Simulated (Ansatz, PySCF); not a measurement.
Gas-phase reaction in SMILES: [SiH3][SiH2]Cl -> [SiH3] (SiH3) + [SiH2]Cl (the Si-Si bond at the site shown breaks; other sites are not compared here)
Structures are relaxed separately at B3LYP-D3(BJ)/def2-TZVP in Ansatz (an electronic-structure program).

Wanted: bond dissociation energy (enthalpy at 298 K, with B3LYP-D3(BJ) rigid-rotor harmonic-oscillator terms from PySCF), in kJ/mol. Cores are frozen in the correlated levels unless marked. UHF or UKS for open shells. Spin-orbit coupling is left out. Non-relativistic. CBS(X,Y): correlation extrapolated as X^-3; Hartree-Fock from the larger set.

Level to compare with: CCSD(T)/CBS(cc-pV(T+d)Z,cc-pV(Q+d)Z) (Ansatz), 321.5 kJ/mol. It is a level with limits of its own, and the differences hold the functionals' basis error too.

### Question
Rank these functionals by how close they come to CCSD(T)/CBS(cc-pV(T+d)Z,cc-pV(Q+d)Z), closest first: LC-wPBE/def2-TZVPD (Ansatz); r2SCAN/def2-TZVPD (Ansatz); wB97X-V/def2-TZVPD (Ansatz).

### Answer
wB97X-V/def2-TZVPD (range-separated hybrid with VV10, 326.2 kJ/mol, difference 4.7), LC-wPBE/def2-TZVPD (range-separated hybrid, 302.3 kJ/mol, difference -19.2), r2SCAN/def2-TZVPD (meta-GGA, 291.7 kJ/mol, difference -29.8)
